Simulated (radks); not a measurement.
The technetium ion Tc3+, 40 electrons, occupied as [Kr] 4d3 7d1 (not the ground configuration).

Calculated with a radial shooting solver on a logarithmic mesh with Libxc functionals: Dirac Kohn-Sham, BLYP, spin-unpolarised, spherical densities, point nucleus; open shells are shared between the two j in proportion to 2j + 1.

Energy parts (eV):
part                       energy
total                 -116564.246
kinetic                121094.709
electron-nucleus      -279959.584
Hartree                 45775.175
exchange-correlation    -3474.545

Orbitals (lengths in bohr, moments of r in powers of bohr):
\begin{tabular}{lrrrr}
orbital & occ. & eigenvalue (eV) & <r^4> & small-component weight \\ \hline
1s1/2 & 2 & -20906.33 & 6.518e-06 & 2.46e-02 \\
2s1/2 & 2 & -3020.188 & 0.001195 & 5.07e-03 \\
2p1/2 & 2 & -2788.733 & 0.0007905 & 5.08e-03 \\
2p3/2 & 4 & -2670.412 & 0.0008900 & 4.91e-03 \\
3s1/2 & 2 & -562.0433 & 0.06037 & 1.37e-03 \\
3p1/2 & 2 & -473.1300 & 0.06187 & 1.32e-03 \\
3p3/2 & 4 & -453.3303 & 0.06823 & 1.27e-03 \\
3d3/2 & 4 & -295.9967 & 0.06870 & 1.16e-03 \\
3d5/2 & 6 & -292.1877 & 0.07090 & 1.14e-03 \\
4s1/2 & 2 & -115.6349 & 2.251 & 3.30e-04 \\
4p1/2 & 2 & -89.1474 & 3.191 & 2.85e-04 \\
4p3/2 & 4 & -86.0230 & 3.502 & 2.74e-04 \\
4d3/2 & 1.2 & -45.9398 & 9.899 & 1.77e-04 \\
4d5/2 & 1.8 & -45.5536 & 10.17 & 1.75e-04 \\
7d3/2 & 0.4 & -6.7023 & 18680 & 1.14e-05 \\
7d5/2 & 0.6 & -6.6874 & 18750 & 1.15e-05 \\
\end{tabular}

The highest occupied level is 7d5/2 at -6.687 eV. Summed over all electrons, <r^2> = 142.5 bohr^2, which gives a Langevin (diamagnetic) susceptibility term of -113 x 10^-6 cm^3/mol. The density falls to 0.001 e/bohr^3 at r = 3.14 bohr.
